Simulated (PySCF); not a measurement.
Bonds (- single, = double, # triple, : aromatic): C1=C2 1.344 Å, C2-B3 1.545 Å, B3-S4 1.776 Å, S4-C5 1.815 Å. C1 carries H6, H7; C2 carries H8; B3 carries H9; C5 carries H10, H11, H12. H7 is cis to B3; H6 is trans to B3.

All values are calculated (PySCF 2.14.0 with density-fitted response routines): HF/pcSseg-2 with gauge-including orbitals, structure optimised with PBE0-D3(BJ)/def2-SVP. Isolated molecule, one averaged value for each set of equivalent atoms, non-relativistic, a single conformation.

Chemical shifts δ = σref − σ; TMS for 13C, 1H; BF3·OEt2 for 11B; 33S against CS2, all at this level.

```json
{"atoms": "C2", "nucleus": "13C", "count": "1", "δ (ppm)": "146.5"}
{"atoms": "S4", "nucleus": "33S", "count": "1", "δ (ppm)": "11"}
{"atoms": "C1", "nucleus": "13C", "count": "1", "δ (ppm)": "156.3"}
{"atoms": "H10/H11/H12", "nucleus": "1H", "count": "3", "δ (ppm)": "2.18"}
{"atoms": "H7", "nucleus": "1H", "count": "1", "δ (ppm)": "6.47"}
{"atoms": "H9", "nucleus": "1H", "count": "1", "δ (ppm)": "?"}
{"atoms": "H6", "nucleus": "1H", "count": "1", "δ (ppm)": "?"}
{"atoms": "C5", "nucleus": "13C", "count": "1", "δ (ppm)": "?"}
{"atoms": "B3", "nucleus": "11B", "count": "1", "δ (ppm)": "66.4"}
{"atoms": "H8", "nucleus": "1H", "count": "1", "δ (ppm)": "6.64"}
```

Question: Fill in the missing shifts.

Answer: 
- C5: 16.4 ppm, methyl carbon bonded to S
- H6: 6.57 ppm, hydrogen on a terminal =CH2 carbon; a vinylic proton, deshielded by the sp2 carbon and the C=C anisotropy
- H9: 6.49 ppm, hydrogen on a boron bonded to C, S

Hydrogens on boron are broadened and split by 11B (spin 3/2, 80 %) and 10B (spin 3). A carbon bonded to boron is broadened by the quadrupolar boron nucleus and is often missing from a measured spectrum. Shifts are as computed, not scaled to solution data. Of 1211 compounds with measured shifts, 218 miss one by over three times the rms of a fit or turn the order of signals round; such compounds aren't used in these exercises.
